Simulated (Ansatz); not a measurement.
Isolated molecules relaxed with PBE0-D4/def2-TZVP in Ansatz; ΔE leaves out vibrations. CBS: MP2 limit from def2 TZ/QZ plus the TZ coupled-cluster correction, frozen cores. Functionals use def2-TZVPP. For Ge outer-core shells are correlated without core-valence functions, which leaves a few kJ/mol of doubt a bond. Scalar relativity is left out up to krypton. Each species was taken in one conformer, which may not be the lowest.

Reaction (ligand exchange at a Ge–O bond): `F[SiH2][O][GeH2][Cl]` + `F[Si](F)(S)Cl` → `F[Si](F)(Cl)[S][GeH2][Cl]` + `O[SiH2]F`

```json
{"level": "ωB97X-V", "ΔE (kJ/mol)": "-2.2"}
{"level": "HF/def2-TZVPP", "ΔE (kJ/mol)": "16.1"}
{"level": "SCS-MP2/def2-TZVPP", "ΔE (kJ/mol)": "1.2"}
{"level": "CCSD(T)/def2-TZVPP", "ΔE (kJ/mol)": "-0.7"}
{"level": "SCS-MP2/def2-QZVPP", "ΔE (kJ/mol)": "-0.5"}
{"level": "HF/CBS(def2)", "ΔE (kJ/mol)": "18.4"}
{"level": "MP2/CBS(def2)", "ΔE (kJ/mol)": "-11.0"}
{"level": "CCSD/CBS(def2)", "ΔE (kJ/mol)": "-2.1"}
```

Problem. What does CCSD(T)/CBS give? (Best estimate.)

Solution. The calculation gave: -5.4 kJ/mol. The listed levels differ from it by 3.2, 21.5, 6.6, 4.7, 4.9, 23.8, -5.6, 3.3 kJ/mol.

Largest T1 diagnostic among the species: 0.011.

In def2-TZVPP, CCSD(T) changes the Hartree–Fock value by −16.8 kJ/mol (the triples alone add −3.3 kJ/mol) and MP2 by −22.4 kJ/mol. The D4 term adds −8.5 kJ/mol with B3LYP and −4.8 kJ/mol with PBE0; it sums over pairs of atoms, weighted by their polarisabilities, and B3LYP, whose exchange is more repulsive, gets the larger term.

B3LYP here is the variant with VWN-RPA as its local correlation; programs differ in this.
